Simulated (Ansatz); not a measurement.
Reaction (substitution at a C–Ga bond): `[NH2][GaH][CH2][SiH3]` + `[SiH3][TeH]` → `[SiH3]C[Te][SiH3]` + `[NH2][GaH2]`

Isolated molecules relaxed with PBE0-D4/def2-TZVP in Ansatz; ΔE leaves out vibrations. CCSD(T)/CBS adds triple-zeta CCSD(T) − MP2 to the extrapolated MP2 energy (def2 sets, frozen cores). Functionals use def2-TZVPP. HSE06 is defined as in plane-wave codes. Elements past krypton have def2 core potentials. For Ga, Te outer-core shells are correlated without core-valence functions, which leaves a few kJ/mol of doubt a bond. Scalar relativity is left out up to krypton. Each species was taken in one conformer, which may not be the lowest.

```tsv
level	ΔE (kJ/mol)	difference from CCSD(T)/CBS
revPBE-D4	30.6	-6.1
BLYP-D4	30.2	-6.5
PBE0-D4	37.4	0.7
HSE06-D4	37.3	0.6
BHLYP-D4	36.6	-0.1
ωB97X-V	37.9	1.2
CCSD(T)/def2-SVP	42.9	6.2
HF/def2-TZVPP	44.8	8.1
SCS-MP2/def2-TZVPP	35.6	-1.1
HF/def2-QZVPP	43.4	6.7
CCSD(T)/CBS	36.7	0
```

Largest T1 diagnostic among the species: 0.014.

The D4 term adds −6.7 kJ/mol with B3LYP and −3.6 kJ/mol with PBE0; it sums over pairs of atoms, weighted by their polarisabilities, and B3LYP, whose exchange is more repulsive, gets the larger term. In def2-TZVPP, CCSD(T) changes the Hartree–Fock value by −5.8 kJ/mol (the triples alone add −2.7 kJ/mol) and MP2 by −8.9 kJ/mol. Leaving LDA and LC-ωPBE aside and taking each functional with its dispersion term where it has one, the values, not all of them listed here, spread over 10.8 kJ/mol, from BLYP-D4 to r2SCAN0-D4.

CCSD(T)/CBS has its own doubt, a few kJ/mol and more with outer-core shells, so smaller differences from it don't rank the levels.

B3LYP here is the variant with VWN-RPA as its local correlation; programs differ in this.
